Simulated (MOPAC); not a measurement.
MOPAC input (AM1):

```
AM1 1SCF CHARGE=1 GEO-OK AUX(PRECISION=9) THREADS=1
C4H11O

C    -0.15940054 1    1.57954574 1    0.24414693 1
C    -0.58632340 1    0.13898903 1    0.30069527 1
C    -1.82138182 1   -0.21804191 1   -0.47909186 1
O     0.53910135 1   -0.76358318 1   -0.30400201 1
C     1.88247956 1   -0.77151140 1    0.31497741 1
H     0.74693558 1    1.77418607 1    0.81533264 1
H    -0.95501857 1    2.17928420 1    0.69004743 1
H    -0.02907078 1    1.92168892 1   -0.78426142 1
H    -0.61641175 1   -0.25258926 1    1.31557562 1
H    -1.75598714 1    0.11900883 1   -1.51622686 1
H    -2.02295121 1   -1.28766876 1   -0.44864277 1
H    -2.66894606 1    0.29743958 1   -0.02481147 1
H     2.37373398 1    0.18120732 1    0.14188235 1
H     2.41739053 1   -1.59731512 1   -0.14381901 1
H     1.71769010 1   -0.95733920 1    1.37092998 1
H     0.58758162 1   -0.64312596 1   -1.26835686 1
```

From the output:

```
                                                       MOPAC v23.2.5 Linux

          FINAL HEAT OF FORMATION =        122.46887 KCAL/MOL =     512.40975 KJ/MOL

          COSMO AREA              =        129.42 SQUARE ANGSTROMS
          COSMO VOLUME            =        118.64 CUBIC ANGSTROMS

          IONIZATION POTENTIAL    =         17.243231 EV
          HOMO LUMO ENERGIES (EV) =        -17.243 -5.531
          NO. OF FILLED LEVELS    =         16
          MOLECULAR WEIGHT        =         75.1303         POINT GROUP:  C1

          MOLECULAR DIMENSIONS (Angstroms)

            Atom       Atom       Distance
            H    14    H    12     5.42910
            H    11    H     6     4.04953
            H    15    H     8     2.76488

          SCF CALCULATIONS        =          1

   ATOM   CHEMICAL          X               Y               Z
  NUMBER   SYMBOL      (ANGSTROMS)     (ANGSTROMS)     (ANGSTROMS)

     1       C         -0.15940054  *   1.57954574  *   0.24414693  *
     2       C         -0.58632340  *   0.13898903  *   0.30069527  *
     3       C         -1.82138182  *  -0.21804191  *  -0.47909186  *
     4       O          0.53910135  *  -0.76358318  *  -0.30400201  *
     5       C          1.88247956  *  -0.77151140  *   0.31497741  *
     6       H          0.74693558  *   1.77418607  *   0.81533264  *
     7       H         -0.95501857  *   2.17928420  *   0.69004743  *
     8       H         -0.02907078  *   1.92168892  *  -0.78426142  *
     9       H         -0.61641175  *  -0.25258926  *   1.31557562  *
    10       H         -1.75598714  *   0.11900883  *  -1.51622686  *
    11       H         -2.02295121  *  -1.28766876  *  -0.44864277  *
    12       H         -2.66894606  *   0.29743958  *  -0.02481147  *
    13       H          2.37373398  *   0.18120732  *   0.14188235  *
    14       H          2.41739053  *  -1.59731512  *  -0.14381901  *
    15       H          1.71769010  *  -0.95733920  *   1.37092998  *
    16       H          0.58758162  *  -0.64312596  *  -1.26835686  *

                             CARTESIAN COORDINATES

   1    C       -0.159400540     1.579545740     0.244146930
   2    C       -0.586323400     0.138989030     0.300695270
   3    C       -1.821381820    -0.218041910    -0.479091860
   4    O        0.539101350    -0.763583180    -0.304002010
   5    C        1.882479560    -0.771511400     0.314977410
   6    H        0.746935580     1.774186070     0.815332640
   7    H       -0.955018570     2.179284200     0.690047430
   8    H       -0.029070780     1.921688920    -0.784261420
   9    H       -0.616411750    -0.252589260     1.315575620
  10    H       -1.755987140     0.119008830    -1.516226860
  11    H       -2.022951210    -1.287668760    -0.448642770
  12    H       -2.668946060     0.297439580    -0.024811470
  13    H        2.373733980     0.181207320     0.141882350
  14    H        2.417390530    -1.597315120    -0.143819010
  15    H        1.717690100    -0.957339200     1.370929980
  16    H        0.587581620    -0.643125960    -1.268356860

           Empirical Formula: C4 H11 O  =    16 atoms

      MOLECULAR POINT GROUP   :   C1

                  EIGENVALUES
 -46.21795 -39.85158 -34.35468 -33.07767 -28.41398 -24.89886 -23.20325 -22.30654
 -20.62976 -19.22720 -19.03492 -18.50291 -17.98861 -17.94562 -17.44085 -17.24323
  -5.53094  -2.19802  -1.68413  -1.46389  -1.23191  -1.19473  -0.96378  -0.68087
  -0.59856  -0.33478  -0.18886  -0.07434   0.01635   0.42080   0.56275

              NET ATOMIC CHARGES AND DIPOLE CONTRIBUTIONS

  ATOM NO.   TYPE          CHARGE      No. of ELECS.   s-Pop       p-Pop
    1          C          -0.280962        4.2810     1.22230     3.05866
    2          C           0.100141        3.8999     1.26617     2.63369
    3          C          -0.263033        4.2630     1.22108     3.04195
    4          O          -0.185160        6.1852     1.80123     4.38393
    5          C          -0.050105        4.0501     1.25686     2.79324
    6          H           0.118180        0.8818     0.88182
    7          H           0.153689        0.8463     0.84631
    8          H           0.118026        0.8820     0.88197
    9          H           0.154624        0.8454     0.84538
   10          H           0.114940        0.8851     0.88506
   11          H           0.131913        0.8681     0.86809
   12          H           0.154142        0.8459     0.84586
   13          H           0.123115        0.8769     0.87689
   14          H           0.151443        0.8486     0.84856
   15          H           0.146339        0.8537     0.85366
   16          H           0.312710        0.6873     0.68729
 DIPOLE           X         Y         Z       TOTAL
 POINT-CHG.     1.559    -0.521     0.027     1.644
 HYBRID         0.216     0.180    -0.486     0.561
 SUM            1.774    -0.341    -0.459     1.864

          ATOMIC ORBITAL ELECTRON POPULATIONS

     Atom    s        px        py        pz
    1  C   1.22230   1.07405   0.91265   1.07197
    2  C   1.26617   0.76694   0.88706   0.97969
    3  C   1.22108   0.94153   1.07391   1.02652
    4  O   1.80123   1.34045   1.74546   1.29803
    5  C   1.25686   0.71226   1.06863   1.01235
    6  H   0.88182
    7  H   0.84631
    8  H   0.88197
    9  H   0.84538
   10  H   0.88506
   11  H   0.86809
   12  H   0.84586
   13  H   0.87689
   14  H   0.84856
   15  H   0.85366
   16  H   0.68729

 **********************
 *                    *
 * JOB ENDED NORMALLY *
 *                    *
 **********************

 == MOPAC DONE ==
```

The dipole moment of an ion depends on the origin.

The geometry given is a B3LYP-D3(BJ)/def2-TZVP minimum.
